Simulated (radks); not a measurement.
The numbers below are computed, except where a source is named.
Isoelectronic series with 52 electrons, each ion in its NIST ground configuration. Code: a radial shooting solver on a logarithmic mesh with Libxc functionals. Model: scalar-relativistic Kohn-Sham, PBE, spin-polarised, spherical densities, point nucleus; open shells are filled with parallel spins first (spin-orbit coupling, left out, can overturn this in heavy ions). Total energies (hartree) and orbital eigenvalues (hartree):

ion            configuration  E (hartree)    4d down      4d up
Te         [Kr] 4d10 5s2 5p4  -6794.50483   -1.52335   -1.53033
I+         [Kr] 4d10 5s2 5p4  -7116.01488   -2.19075   -2.19928
Xe2+       [Kr] 4d10 5s2 5p4  -7446.07149   -2.95613   -2.96612
Cs3+       [Kr] 4d10 5s2 5p4   -7784.6994   -3.80803   -3.81939
Ba4+       [Kr] 4d10 5s2 5p4   -8131.9330   -4.74033   -4.75299
La5+       [Kr] 4d10 5s2 5p4   -8487.8125   -5.74921   -5.76311
Ce6+       [Kr] 4d10 5s2 5p4   -8852.3830   -6.83206   -6.84716
Pr7+   [Kr] 4d10 4f1 5s2 5p3   -9225.6157   -7.69448   -7.75401
Nd8+   [Kr] 4d10 4f2 5s2 5p2   -9607.8661   -8.60331   -8.69193
Pm9+   [Kr] 4d10 4f3 5s2 5p1   -9999.3611   -9.54622   -9.66416
Sm10+      [Kr] 4d10 4f4 5s2  -10400.2048  -10.52428  -10.67128
Eu11+      [Kr] 4d10 4f4 5s2  -10810.2409  -11.86304  -12.01764
Gd12+      [Kr] 4d10 4f4 5s2  -11229.4121  -13.27461  -13.43629
Tb13+      [Kr] 4d10 4f4 5s2  -11657.7809  -14.75732  -14.92567
Dy14+      [Kr] 4d10 4f4 5s2  -12095.4138  -16.30992  -16.48464
Ho15+      [Kr] 4d10 4f4 5s2  -12542.3805  -17.93148  -18.11230
Er16+          [Kr] 4d10 4f6  -12999.6349  -18.84116  -19.11134
Tm17+          [Kr] 4d10 4f6  -13466.1076  -20.55915  -20.83790
